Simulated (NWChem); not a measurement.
# C4H2Cl2; SMILES C#CC=C(Cl)Cl

```xyz
8

C     -0.3696     3.1858     0.0000
C     -0.6456     2.0035     0.0000
C     -1.0125     0.6374     0.0000
C     -0.1368    -0.3870     0.0000
Cl    -0.6686    -2.0201     0.0000
Cl     1.5615    -0.1712     0.0000
H     -0.1153     4.2298     0.0000
H     -2.0769     0.3838     0.0000
```
Atoms are numbered in this order, from 1.

Program: NWChem. All runs use the structure optimised with PBE0/def2-SVP. Total energies of different functionals are on different scales.

```
level                                             energy (Ha)  highest occupied level (eV)  orbital gap (eV)  dipole (D)  relative time
------------------------------------------------  -----------  ---------------------------  ----------------  ----------  -------------
B3LYP/def2-SVP                                     -1073.5526                        -6.67              5.21        0.65              1
PBE/def2-SVP                                       -1072.9578                        -5.83              3.68        0.55              1
TPSS/def2-SVP                                      -1073.6006                        -5.91              3.83        0.77              1
N12/def2-SVP                                       -1073.5190                        -5.67              3.69        0.66              1
LC-BLYP (range parameter 0.33 per bohr)/def2-SVP   -1072.6346                        -9.02              9.75        0.68              4
HCTH/407/def2-SVP                                  -1073.6385                        -6.03              3.74        0.63              1
KT2/def2-SVP                                       -1083.0972                        -5.85              3.72        0.60              2
B97-2/def2-SVP                                     -1073.5440                        -6.76              5.33        0.80              1
```

The last column is a rough cost ratio, cheapest run = 1.
